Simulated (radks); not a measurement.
Question: The table gives one normalised radial function P(r) = r R(r) (large component) of Fe7+ in [Ar] 4s1 (r in bohr). Method: Dirac Kohn-Sham, PBE, spin-unpolarised, spherical densities, finite nucleus; Fermi nuclear charge, rms radius 3.7377 fm; computed with a radial shooting solver on a logarithmic mesh with Libxc functionals.

| r | P |
|---|---|
| 0.005981 | 0.0178 |
| 0.008711 | 0.0363 |
| 0.01269 | 0.0730 |
| 0.01863 | 0.1453 |
| 0.02713 | 0.2759 |
| 0.03951 | 0.4997 |
| 0.05755 | 0.8468 |
| 0.08382 | 1.3066 |
| 0.1221 | 1.7700 |
| 0.1778 | 2.0014 |
| 0.259 | 1.7621 |
| 0.3771 | 1.0980 |
| 0.5493 | 0.4256 |
| 0.8064 | 0.0814 |
| 1.175 | 0.0062 |
| 1.711 | 0.0001 |
| 2.491 | 0.0000 |
| 3.629 | 0.0000 |
| 5.285 | 0.0000 |

Which n and l does it have? It may be an empty orbital.

Answer: n = 2, l = 1: the number of nodes gives n - l - 1 = 0, the rise at small r points to l (this Dirac orbital starts outside the nucleus as r^gamma with gamma = sqrt((l + 1)^2 - (Z/c)^2) = 1.99; the j = 3/2 orbital of l + 1 starts with the same power, but with a smaller coefficient, and then steepens), and the extent must fit the shell. The curve is that of 2p3/2; the two j differ most near the nucleus, where j = l - 1/2 has the larger amplitude, and in heavy atoms j = l - 1/2 is also the more compact. 2p3/2: eigenvalue -860.76 eV, 0 radial nodes, <r> = 0.236 bohr, 90 % of the charge inside 0.386 bohr.
